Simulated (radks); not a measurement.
The numbers below are computed, except where a source is named.
Au III, 77 electrons, occupied as [Xe] 4f14 5d8 6f1 (not the ground configuration). Code: a radial shooting solver on a logarithmic mesh with Libxc functionals. Model: Dirac Kohn-Sham, BLYP, spin-unpolarised, spherical densities, finite nucleus; open shells fill j = l - 1/2 first; Fermi nuclear charge, rms radius 5.4371 fm.

Unscreened Slater integrals over Kohn-Sham orbitals (eV). Large and small components are both included. Empty in this configuration: 6f7/2.

integral,value
"F0(6f5/2,6f5/2)",2.7343
"F2(6f5/2,6f5/2)",1.3749
"F4(6f5/2,6f5/2)",0.95472
"F0(6f5/2,5d5/2)",4.0409
"F2(6f5/2,5d5/2)",0.66980
"F4(6f5/2,5d5/2)",0.32761
"G1(6f5/2,5d5/2)",0.52766
"G3(6f5/2,5d5/2)",0.31379
"G5(6f5/2,5d5/2)",0.21851
"F0(6f5/2,5d3/2)",4.0468
"F2(6f5/2,5d3/2)",0.64607
"G1(6f5/2,5d3/2)",0.49195
"G3(6f5/2,5d3/2)",0.29256
"F0(6f5/2,5p3/2)",4.0827
"F2(6f5/2,5p3/2)",0.46286
"G2(6f5/2,5p3/2)",0.17125
"G4(6f5/2,5p3/2)",0.11403
"F0(6f5/2,6f7/2)",2.7336
"F2(6f5/2,6f7/2)",1.3738
"F4(6f5/2,6f7/2)",0.95368
"G2(6f5/2,6f7/2)",1.3737
"G4(6f5/2,6f7/2)",0.95365
"G6(6f5/2,6f7/2)",0.73322
"F0(5d5/2,5d5/2)",16.801
"F2(5d5/2,5d5/2)",8.7549
"F4(5d5/2,5d5/2)",5.8125
"F0(5d5/2,5d3/2)",17.067
"F2(5d5/2,5d3/2)",8.8879
"G2(5d5/2,5d3/2)",8.8759
"G4(5d5/2,5d3/2)",5.8960
"F0(5d5/2,5p3/2)",18.977
"F2(5d5/2,5p3/2)",9.4913
"G1(5d5/2,5p3/2)",11.536
"G3(5d5/2,5p3/2)",7.1475
"F0(5d5/2,6f7/2)",4.0384
"F2(5d5/2,6f7/2)",0.66654
"F4(5d5/2,6f7/2)",0.32470
"G1(5d5/2,6f7/2)",0.51933
"G3(5d5/2,6f7/2)",0.30912
"G5(5d5/2,6f7/2)",0.21537
"F0(5d3/2,5d3/2)",17.348
"F2(5d3/2,5d3/2)",9.0434
"F0(5d3/2,5p3/2)",19.381
"F2(5d3/2,5p3/2)",9.8235
"G1(5d3/2,5p3/2)",12.128
"G3(5d3/2,5p3/2)",7.5158
"F0(5d3/2,6f7/2)",4.0442
"F2(5d3/2,6f7/2)",0.64265
"G3(5d3/2,6f7/2)",0.28771
"G5(5d3/2,6f7/2)",0.20051
"F0(5p3/2,5p3/2)",22.439
"F2(5p3/2,5p3/2)",12.094
"F0(5p3/2,6f7/2)",4.0794
"F2(5p3/2,6f7/2)",0.45870
"G2(5p3/2,6f7/2)",0.16574
"G4(5p3/2,6f7/2)",0.11050
"F0(6f7/2,6f7/2)",2.7329
"F2(6f7/2,6f7/2)",1.3726
"F4(6f7/2,6f7/2)",0.95267
"F6(6f7/2,6f7/2)",0.73242
